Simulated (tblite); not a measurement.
Run record: tight-binding relaxation, `[H]/N=C\C1=C[CH2][GeH2][CH2]1`.

Computed with GFN2-xTB geometry optimisation, gas phase (tblite 0.8.0). Start geometry: from a force field or distance geometry. The input is one job of a driver script: a line of settings, then coordinates in Å.

Command:
```bash
OMP_NUM_THREADS=1 python probes_run.py task.json out
```

Input:
```
{"job": {"kind": "relax", "xc": "GFN2-xTB", "basis": "xTB"}, "charge": 0, "multiplicity": 1}
N      3.032000     0.111200     0.527000
C      2.075900     0.822500    -0.025100
C      0.682500     0.358300    -0.052500
C     -0.266500     1.135800    -0.638900
C     -1.682900     0.651100    -0.655100
Ge    -1.655800    -1.057900     0.215100
C      0.246700    -0.949500     0.529400
H      2.865100    -0.811600     0.975800
H      2.345600     1.770400    -0.452300
H     -0.020800     2.084800    -1.067100
H     -2.028300     0.537000    -1.713200
H     -2.340500     1.354500    -0.108200
H     -2.009900    -2.207000    -0.747500
H     -2.448100    -1.032400     1.541100
H      0.442400    -0.965400     1.626900
H      0.754900    -1.793000     0.033200
```

Output:
```
step      E/eV     max force
  0    -545.68047    4.175
  1    -545.87905    2.573
  2    -545.96867    0.866
  3    -546.01400    0.537
  4    -546.05589    0.638
  5    -546.07042    0.348
  6    -546.08531    0.424
  7    -546.10036    0.490
  8    -546.11199    0.295
  9    -546.11711    0.152
... (13 lines left out)
 23    -546.12299    0.021
 24    -546.12304    0.025
 25    -546.12311    0.034
 26    -546.12317    0.028
 27    -546.12321    0.017
 28    -546.12324    0.017
 29    -546.12325    0.015
 30    -546.12327    0.014
 31    -546.12329    0.015
 32    -546.12330    0.009
```

«max force» is the largest atomic force in eV/Å.

From which step on does the largest force stay under 0.1 eV/Å, and how much energy is left to gain from there?

From step 10 (0.088 eV/Å), 4.4 meV above the end.

Summary of the converged run: energy lowered by 10.2 kcal/mol over 32 steps; largest atomic force 0.009 eV/Å at the end.

Give the final coordinates.

0.081 Å rms from the input after alignment:
```
atom  x, y, z in Å
N1     3.0582    0.1632    0.5084
C2     2.0710    0.7677    0.0070
C3     0.6738    0.3484   -0.0481
C4    -0.2576    1.1155   -0.6226
C5    -1.6878    0.6867   -0.6796
Ge6   -1.6750   -1.0780    0.2270
C7     0.2760   -0.9750    0.5548
H8     2.8365   -0.7391    0.9297
H9     2.2872    1.7327   -0.4473
H10    0.0027    2.0695   -1.0625
H11   -2.0223    0.6404   -1.7177
H12   -2.3191    1.4263   -0.1836
H13   -2.0976   -2.2270   -0.6456
H14   -2.5120   -1.1414    1.4745
H15    0.5291   -0.9949    1.6168
H16    0.8293   -1.7862    0.0772
```

On Arm Neoverse N1, one thread, on a shared host, this took 0.34 s of wall time.
Labels such as C1 count atoms from 1, the log's own numbers from 0.
